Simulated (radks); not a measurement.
Problem. The cadmium ion Cd6+, configuration [Kr] 4d6. Calculated with a radial shooting solver on a logarithmic mesh with Libxc functionals: Dirac Kohn-Sham, PBE, spin-unpolarised, spherical densities, finite nucleus; open shells are shared between the two j in proportion to 2j + 1; Fermi nuclear charge, rms radius 4.6087 fm. Some entries of the table are withheld. Estimate them.

orbital  occ.  eigenvalue (Ry)  <r> (bohr)  <1/r> (bohr^-1)
1s1/2       2        -1955.560     0.03040            50.64
2s1/2       2        -296.4663      0.1313            11.69
2p1/2       2        -276.4999      0.1112            11.67
2p3/2       4        -262.3548      0.1164            10.94
3s1/2       2        -61.08878      0.3578              (1)
3p1/2       2        -53.09028      0.3491            4.015
3p3/2       4        -50.55938      0.3601            3.835
3d3/2       4        -36.41709      0.3321            3.675
3d5/2       6        -35.90212      0.3356            3.629
4s1/2       2        -14.62540      0.8595            1.618
4p1/2       2              (2)      0.9054            1.512
4p3/2       4              (3)      0.9309            1.458
4d3/2     2.4         -7.33288       1.074            1.227
4d5/2     3.6         -7.26294       1.083            1.215

Solution. 
(1) 3s1/2 <1/r> (bohr^-1): 4.108
(2) 4p1/2 eigenvalue (Ry): -11.99108
(3) 4p3/2 eigenvalue (Ry): -11.52733
